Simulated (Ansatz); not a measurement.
Species: sum formula BOF, net charge -1, doublet state. 
Geometry from a B3LYP-D3(BJ)/def2-TZVP (Ansatz, an electronic-structure program) optimisation:
```xyz
3

F     -1.1764    -0.0057    -0.0825
B      0.1418     0.3597     0.2079
O      1.2348    -0.2184    -0.0371
```
Charge -1, spin multiplicity 2.

Basis-set convergence of Hartree-Fock and MP2 correlation energies (hartree) with Ansatz. Valence correlation only, unless marked. UHF or UKS for open shells. Spin-orbit coupling is left out. No relativistic terms.

```
basis        functions       E(HF)  E(corr, MP2)
-----------  ---------  ----------  ------------
aug-cc-pVDZ         69  -199.07542      -0.48519
aug-cc-pVTZ        138           ?             ?
```

Problem. What belongs in the gaps?

Solution. 
- aug-cc-pVTZ, E(HF): -199.13241
- aug-cc-pVTZ, E(corr, MP2): -0.59723
